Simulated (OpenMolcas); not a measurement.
## Pm3+: effect of the metal basis and ligand basis

Pm3+ with 6 ligands (oxide) in trigonal antiprismatic coordination (D3d) at 2.35 Å, a polar angle of 52.6° against the regular 54.74°. A charge of +1.5 e stands 3.2 Å behind each ligand.

| Quantity | Value |
| --- | --- |
| Program | OpenMolcas |
| Method | CASSCF |
| Spin-orbit coupling | RASSI with atomic mean-field integrals over the reference wave functions |

Fixed: active space 4 electrons in 7 orbitals (4f), DKH2 Hamiltonian.

States (labels of D3, the rotations of D3d). Energies in cm-1 above the lowest state or level, χT in cm3 K/mol.

| Run | Metal basis | Ligand basis | Ground state | First state of that spin | First gap with spin-orbit (degeneracies) | Width of lowest J | χT at 300 K | Cost |
| --- | --- | --- | --- | --- | --- | --- | --- | --- |
| A | ANO-RCC-VDZP | ANO-RCC-VDZP | 5A1 | 5A2 37.0 | 6.0 (2, 1) | 302 | 0.940 | roughly 100 core-seconds |
| B | ANO-RCC-VTZP | ANO-RCC-VTZP | 5A2 | 5A1 6.7 | 6.4 (1, 2) | 123 | 0.981 | roughly 6 core-minutes |

Against A, the width of the lowest J multiplet changes by -59.3 % in B.

Costs are those of the RASSCF and RASSI steps.

High states are left out of the spin-orbit mixing, which shifts the levels that they would mix with. The oxide ions are held by bare point charges, a crude embedding. Without dynamic correlation the ligand-field splitting of an f shell can come out too small, at times by half. No measured value stands beside these numbers; the geometry was imposed, not optimised, and the real ion may take another.
